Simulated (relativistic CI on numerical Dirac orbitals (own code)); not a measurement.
**Fe4+ in a cubic cluster: 1s photoemission with charge transfer**

Computed with a charge-transfer multiplet model of a cubic metal-ligand cluster with up to 2 ligand holes, Slater and spin-orbit integrals from Dirac-Coulomb-Breit ions, Slater integrals scaled by 0.7. The parameters are those of a tetrahedral site (10Dq negative, t2 hopping the larger). The ground state mixes d4 with configurations of k ligand holes L, whose averages lie at kΔ + k(k − 1)U_dd/2; a core hole lowers each added d electron by U_cd. 20 K, Lorentzian 1.1 eV and Gaussian 0.6 eV FWHM.

Atomic integrals in eV (Slater integrals scaled, ζ unscaled), ground: F2dd 9.078, F4dd 5.706, zeta_d 0.064; with the core hole: F2dd 10.194, F4dd 6.431, zeta_d 0.091, G2cd 0.059.

Cluster parameters (eV): U_dd = 6.5, U_cd = 8.2, 10Dq = -0.2, 10Dq(ligand) = 0, V(eg) = 1.7, V(t2g) = -2.89, final-state hopping factor = 0.9.

```
       Case   n_d    d4   d5L  d6L2     S
Δ = -0.4 eV  4.88  0.27  0.59  0.15  2.00
 Δ = 1.6 eV  4.72  0.37  0.53  0.10  2.00
 Δ = 2.6 eV  4.65  0.43  0.49  0.08  2.00
```

Weights, n_d and S are thermal averages at 20 K. Binding energies count from the first peak over 30 % of the highest in each spectrum, which can be another peak from case to case. The parameters are a model scan and need not match a compound or its usual spin state. Peaks in eV (height, largest 100):
- Δ = -0.4 eV: 0.0 (100), 11.0 (10), 13.9 (6)
- Δ = 1.6 eV: 0.0 (100), 4.2 (6), 11.3 (13), 13.6 (7)
- Δ = 2.6 eV: 0.0 (100), 4.2 (7), 11.3 (16), 13.5 (6)

For the case Δ = 2.6 eV, Δ = 2.6 eV is smaller than U_dd = 6.5 eV, the charge-transfer side of the Zaanen-Sawatzky-Allen scheme. With the core hole the configuration with one ligand hole lies at Δ − U_cd = -8.6, -6.6, -5.6 eV from the one without, in the order of the table; where this is negative the screened configuration lies lower, though the effective hopping of about 5.3 eV (from the holes of the mixed ground state) mixes the two strongly wherever it is as large as the gap.

With at most 2 ligand holes the space is cut while the next configuration still counts, so covalency is underestimated, and a final configuration with one more ligand hole, which can lie low, is missing from the spectra.
